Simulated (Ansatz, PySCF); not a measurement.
Ligands exchanged one at a time, Ga H-Cl. All species are isolated molecules in the gas phase. Strings in code marks are SMILES.

Quantity: redistribution energy (mixed species minus the weighted end members), in eV.

Level 1: frozen-core CCSD(T)/cc-pVQZ // B3LYP-D3(BJ)/def2-TZVP (Ansatz, a program for electronic structure)
Level 2: PBE-D3(BJ)/def2-TZVP // B3LYP-D3(BJ)/def2-TZVP (PySCF)
Level 3: B3LYP/3-21G // B3LYP-D3(BJ)/def2-TZVP (PySCF)
Level 4: PBE/6-31G* // B3LYP-D3(BJ)/def2-TZVP (PySCF)

```json
[
 {"species": "2 of 3 H replaced by Cl: `[GaH]([Cl])[Cl]`", "level 2": "-0.177", "level 3": "-0.217", "level 4": "-0.182"},
 {"species": "1 of 3 H replaced by Cl: `[Cl][GaH2]`", "level 2": "-0.160", "level 3": "-0.205", "level 4": "-0.169"}
]
```

Q: What does level 1 give for each?

A: 
- 2 of 3 H replaced by Cl: `[GaH]([Cl])[Cl]`: -0.165
- 1 of 3 H replaced by Cl: `[Cl][GaH2]`: -0.151
